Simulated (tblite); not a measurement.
HAl (SMILES [AlH]), singlet, geometry from GFN2-xTB (such geometries of metal compounds can be far from the true shape); GFN1-xTB (tblite).

Input for tblite:
```
$ tblite run mol.xyz --method gfn1 --charge 0 --spin 0 --efield 0,0,0.1 --json tblite.json --no-restart

# file mol.xyz
2

Al    -0.00000000    -0.00000000    -0.11521965
H      0.00000000     0.00000000     1.49785545
```

**Question.** What does tblite print? Leave out banner, timings and long lists.

**Answer.** 
```
xTB calculator
 | screened Coulomb repulsion
 | Coulomb electrostatics
 |  * isotropic Klopman-Ohno-Mataga-Nishimoto electrostatics
 |  * onsite third-order electrostatics
 | DFT-D3(BJ) dispersion correction
 | Interactions (1)
 | [1] electric field

halogen bonding energy    0.0000000000000E+00 Eh
repulsion energy          2.9070802337047E-03 Eh
dispersion energy        -1.6406779728300E-04 Eh
interaction energy        0.0000000000000E+00 Eh
number of electrons       4.0000000000000E+00 e
integral cutoff           4.0000000000000E+01 bohr

------------------------------------------------------------
  cycle        total energy    energy error   density error
------------------------------------------------------------
      1     -1.772531665974  -1.7752747E+00   1.8320339E-01
      2     -1.780392737064  -7.8610711E-03   8.0576955E-02
      3     -1.782055531398  -1.6627943E-03   3.6166690E-02
      4     -1.782042849223   1.2682176E-05   7.9528141E-03
      5     -1.782058538018  -1.5688796E-05   2.5826991E-04
      6     -1.782058553845  -1.5826695E-08   4.5447041E-05
      7     -1.782058554231  -3.8602721E-10   1.4936776E-06
------------------------------------------------------------

electronic energy        -1.7848015666673E+00 Eh
total energy             -1.7820585542309E+00 Eh

Post processing:
 | Mayer-Wiberg bond orders

[Info] JSON dump of results written to 'tblite.json'
```
